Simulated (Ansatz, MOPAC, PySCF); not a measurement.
Complex: NH3 (SMILES N) (first 4 atoms) with COS (SMILES O=C=S); geometry from B3LYP-D3(BJ)/def2-TZVP.
(charge 0, multiplicity 1):
```xyz
7

N      0.08142    -0.08459     0.02662
H      0.71661     0.69713    -0.08732
H      0.50145    -0.88624    -0.42973
H     -0.76990     0.13822    -0.47620
O      1.19389     1.01500     2.80680
C      0.41726     0.23311     3.15459
S     -0.62203    -0.81338     3.66738
```

Counterpoise-corrected where a basis set is named; no monomer relaxation.

Rows in 6-31G* carry no dispersion term and start afresh at each structure (6-31G* with six Cartesian d functions). The state that AM1 reach isn't checked.

Programs: Ansatz (Gaussian orbitals); MOPAC for AM1 (differences of heats of formation); PySCF for 6-31G* rows. 

Task: One of these levels gives -1.64 kcal/mol for the interaction energy. Which one is it?
(A) AM1
(B) HF/6-31G*
(C) SVWN5/def2-TZVPPD
(D) B3LYP/def2-TZVPPD

Result: A, AM1. The others give -1.05 (HF/6-31G*), -2.79 (SVWN5/def2-TZVPPD), -0.38 (B3LYP/def2-TZVPPD)

Ansatz is a first-principles code.
